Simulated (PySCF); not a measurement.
Species: TMS-CClF2, C₄H₉ClF₂Si.
Numbering: `[CH3:1][Si:2]([CH3:3])([CH3:4])[C:5]([F:6])([F:7])[Cl:8]` (hydrogens: H9, H10, H11 on C1; H12, H13, H14 on C3; H15, H16, H17 on C4)

A GFN2-xTB structure was refined with PBE0-D3(BJ)/def2-TZVP geometry optimisation, gas phase (PySCF 2.14.0). Its GFN2-xTB values:

```tsv
coordinate	GFN2-xTB
C1–Si2	1.906 Å
C1–H9	1.100 Å
Si2–C4	1.927 Å
Si2–C5	1.965 Å
C5–F6	1.367 Å
C5–Cl8	1.806 Å
C1–Si2–C3	113.9°
C1–Si2–C4	112.5°
C1–Si2–C5	105.4°
Si2–C5–F6	112.1°
Si2–C5–Cl8	112.4°
C3–Si2–C5	104.2°
F6–C5–F7	104.7°
F6–C5–Cl8	106.8°
```

Question: How do these coordinates change at the PBE0-D3(BJ)/def2-TZVP level?

Answer: 
```json
{"coordinate": "Si2–C4", "PBE0-D3(BJ)/def2-TZVP (Å or °)": "1.862", "change": "-0.065"}
{"coordinate": "C1–Si2", "PBE0-D3(BJ)/def2-TZVP (Å or °)": "1.862", "change": "-0.044"}
{"coordinate": "Si2–C5", "PBE0-D3(BJ)/def2-TZVP (Å or °)": "1.936", "change": "-0.029"}
{"coordinate": "C5–F6", "PBE0-D3(BJ)/def2-TZVP (Å or °)": "1.351", "change": "-0.016"}
{"coordinate": "C5–Cl8", "PBE0-D3(BJ)/def2-TZVP (Å or °)": "1.792", "change": "-0.014"}
{"coordinate": "C1–H9", "PBE0-D3(BJ)/def2-TZVP (Å or °)": "1.092", "change": "-0.008"}
{"coordinate": "C1–Si2–C3", "PBE0-D3(BJ)/def2-TZVP (Å or °)": "112.2", "change": "-1.7"}
{"coordinate": "F6–C5–F7", "PBE0-D3(BJ)/def2-TZVP (Å or °)": "106.2", "change": "+1.5"}
{"coordinate": "C3–Si2–C5", "PBE0-D3(BJ)/def2-TZVP (Å or °)": "105.5", "change": "+1.3"}
{"coordinate": "C1–Si2–C5", "PBE0-D3(BJ)/def2-TZVP (Å or °)": "106.6", "change": "+1.2"}
{"coordinate": "Si2–C5–Cl8", "PBE0-D3(BJ)/def2-TZVP (Å or °)": "111.5", "change": "-0.9"}
{"coordinate": "C1–Si2–C4", "PBE0-D3(BJ)/def2-TZVP (Å or °)": "113.1", "change": "+0.6"}
{"coordinate": "F6–C5–Cl8", "PBE0-D3(BJ)/def2-TZVP (Å or °)": "107.4", "change": "+0.6"}
{"coordinate": "Si2–C5–F6", "PBE0-D3(BJ)/def2-TZVP (Å or °)": "112.1", "change": "0.0"}
```

The energy falls by 0.184 eV over 7 energy and gradient evaluations, the largest force component goes from 0.0408 to 3.1e-04 Eh/bohr, and the atoms move by 0.063 Å rms after alignment. The bond that changes most is Si2–C4 (four-coordinate silicon to Si-methyl carbon), which shortens by 0.065 Å. Bonds longer at the end by more than 0.005 Å: 6 of 16; shorter: 8. Rotational constants go from 1667, 1082, 986.9 to 1723, 1100, 1010 MHz.

The run used 314 basis functions and 51 SCF cycles in all. On 2 threads, Intel Xeon at 2.50 GHz (x86_64), on a shared host, this took 11 min wall, 21 min CPU and 2.1 GiB of memory at its peak.

No frequency check.

Shape of the structure used: `[CH3:1][Si:2]([CH3:3])([CH3:4])[C:5]([F:6])([F:7])[Cl:8]`: C1–Si2–C5–F6 179°.
